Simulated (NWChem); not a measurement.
Species: CdNH$_{3}$; SMILES [NH2][CdH]

Results from NWChem. Medium grid unless said otherwise, to which SCAN and Minnesota functionals are sensitive. Structure relaxed at the PBE0/def2-SVP level. def2 effective core potentials on Cd; no spin-orbit coupling. B3LYP is NWChem's, with the RPA form of VWN correlation.

### Question
Order these by “orbital gap (eV)”, lowest first: B3LYP/def2-SVP; TPSS/def2-SVP; N12/def2-SVP; MN15-L/def2-SVP.

### Answer
N12/def2-SVP (3.96), TPSS/def2-SVP (4.23), MN15-L/def2-SVP (4.68), B3LYP/def2-SVP (5.46)
